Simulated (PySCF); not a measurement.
ethenoxy(methyl)silane (C3H8OSi), SMILES C[SiH2]OC=C.

Geometry optimised at B3LYP-D3(BJ)/def2-SVP. One conformer was computed; it need not be the lowest.

Two levels are set side by side: TDDFT-PBE/def2-SVPD (PySCF) and TDDFT-B3LYP/def2-SVPD (PySCF). Vertical, same geometry. The lowest singlet is HOMO→LUMO+1 97 % with PBE and HOMO→LUMO+2 98 % with the other functional; states are paired by order. Differences are taken from unrounded values.

```json
[
 {"quantity": "lowest singlet excitation (eV)", "TDDFT-PBE": "5.53"},
 {"quantity": "lowest triplet excitation (TDA) (eV)", "TDDFT-PBE": "4.36"},
 {"quantity": "first bright state (f over 0.05) (eV)", "TDDFT-PBE": "6.61"},
 {"quantity": "its oscillator strength", "TDDFT-PBE": "0.25"}
]
```

### Question
These are the TDDFT-PBE values. What does TDDFT-B3LYP give? (Estimate from the structure and the level; the computed values follow.)

### Answer

```csv
quantity,TDDFT-B3LYP,TDDFT-PBE minus TDDFT-B3LYP
lowest singlet excitation (eV),6.12,-0.59
lowest triplet excitation (TDA) (eV),4.33,0.03
first bright state (f over 0.05) (eV),6.86,-0.25
its oscillator strength,0.28,-0.03
```

A lower first singlet is the usual sign of a functional without exact exchange. Differences between two approximate levels are no errors against the true value.

Rough cost on one machine, each run with all the roots and properties that it gave: TDDFT-B3LYP against TDDFT-PBE about 3 times.
